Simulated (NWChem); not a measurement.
Species: AlSiH4O2F; SMILES [OH][Al]([F])[O][SiH3]

```xyz
9

Al    -0.0413     1.0334     0.0015
F      1.3391     1.9753    -0.0036
O     -1.5865     1.7518     0.0008
H     -1.6898     2.7162    -0.0048
O      0.1119    -0.6485     0.0086
Si     0.0404    -2.3069     0.0014
H     -1.3695    -2.7755    -0.2435
H      0.5066    -2.8452     1.3275
H      0.9269    -2.8529    -1.0854
```
Atoms are numbered in this order, from 1.

Results from NWChem. The geometry was optimised at PBE-D3(BJ)/def2-SVP. Vzz is the largest principal value of the second derivative of the potential at the nucleus (NWChem prints the opposite sign); η is the asymmetry. Non-relativistic.

| level | Vzz Al1 (a.u.) | η Al1 | Vzz O3 (a.u.) | η O3 | Vzz O5 (a.u.) | η O5 |
|---|---|---|---|---|---|---|
| B3LYP/def2-TZVP | 0.995 | 0.26 | 1.347 | 0.21 | 0.895 | 0.27 |
| B3LYP/def2-SVP | 0.738 | 0.24 | 1.383 | 0.25 | 0.923 | 0.22 |
| PBE0/def2-TZVP | 1.006 | 0.25 | 1.330 | 0.23 | 0.912 | 0.25 |
| PBE0/cc-pVTZ | … | 0.24 | 1.322 | 0.23 | 0.922 | 0.24 |

Problem. Some entries are withheld; supply them.

Solution. 
- PBE0/cc-pVTZ, Vzz Al1 (a.u.): 1.031
